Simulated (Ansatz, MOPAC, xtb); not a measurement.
Torsion H3–S1–S2–H4 in H2S2 (SMILES SS); at each angle all else is relaxed with GFN2-xTB, and the levels are single points there.
Geometry at 100° (charge 0, multiplicity 1):
```xyz
4

S     -0.92800     0.54805     0.42539
S      0.92485     0.39837    -0.42924
H     -1.55262    -0.37142    -0.32233
H      0.84778     1.46998    -1.22947
```

On the grid 0° to 180°, 0° is the highest and 100° the lowest point at CCSD(T)/CBS(cc-pV(T+d)Z, cc-pV(Q+d)Z).

The state that PM6 reach isn't checked.

The values were computed with Ansatz (Gaussian basis) for Hartree–Fock, density functionals and correlated methods; MOPAC for PM6 (differences of heats of formation); xtb for the GFN methods. Each number belongs to the level named beside it.

Q: One of these levels gives 8.05 kcal/mol for the energy at 0° less that at 100°. Name it.
A) PM6
B) HF/cc-pV(T+d)Z
C) GFN2-xTB

A: B, HF/cc-pV(T+d)Z. The others give 4.37 (PM6), 6.01 (GFN2-xTB)

Ansatz is an electronic-structure program.
